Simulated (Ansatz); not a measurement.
Input for Ansatz (a first-principles code): R-PBE0/def2-TZVPP on CH6InNO (SMILES C[O][InH][NH2]), a point of a torsion scan. Elements past Kr take the def2 small-core potentials; no spin–orbit coupling.

Ansatz 0.2 input:
```yaml
crystal:
  periodic: [false, false, false]
  atoms:
    - {symbol: C, position_ang: [-1.84469524, -0.35804418, 0.13516857]}
    - {symbol: O, position_ang: [-0.56830603, -0.34687038, -0.44538122]}
    - {symbol: In, position_ang: [0.76836350, -1.79055150, -0.37678544]}
    - {symbol: N, position_ang: [0.12057661, -3.49511184, 0.59112450]}
    - {symbol: H, position_ang: [-2.06117047, -1.29508741, 0.66877745]}
    - {symbol: H, position_ang: [-1.92517097, 0.46796005, 0.84983206]}
    - {symbol: H, position_ang: [-2.60190619, -0.22182401, -0.64538474]}
    - {symbol: H, position_ang: [2.20315448, -1.22671844, -1.08691200]}
    - {symbol: H, position_ang: [-0.76628493, -3.77488920, 0.17555395]}
    - {symbol: H, position_ang: [0.75048227, -4.28384495, 0.48245413]}
basis:
  gaussian:
    orbitals: def2-TZVPP
hamiltonian:
  xc: {name: PBE0}
scf: {lower_state_search: off}
```

Output:

```
WARN ansatz: RAYON_NUM_THREADS=1 ignored (pool sized by the plan → 1); use --threads N
Functional definition: PBE0
these checks for a lower state are left out or cut short: stability, starts, cluster_reference, orbital_swaps, neighbouring_geometries, increment
integrals: 0.14 GiB planned
1321 factors; their error is unknown
mean field: 1.22 GiB planned
mean field evaluation 1: about -9828.4845 eV, gradient 8.4e1 eV
mean field evaluation 2: about -9778.9710 eV, gradient 1.6e2 eV
mean field evaluation 4: about -9841.7206 eV, gradient 1.6e1 eV
mean field evaluation 8: about -9842.1918 eV, gradient 3.1e-1 eV
mean field evaluation 16: about -9842.2369 eV, gradient 1.4e-4 eV
mean field -9842.23693659 eV, -361.6955361118 hartree, gradient 3.0e-6 eV, S^2 0.000000; 0 other end points of the search recorded, 0 dependent functions left out
reference -9842.23698103 eV, -361.6955377448 hartree; 24, 24 occupied and 203, 203 virtual orbitals, 1321 factors
Total energy: -9842.23698103 eV, -361.6955377448 hartree
Checks for a lower state left out: stability, starts, cluster_reference, orbital_swaps, neighbouring_geometries, increment
```

The calculation finished and met its thresholds.

Cost: very roughly 3 core-seconds.
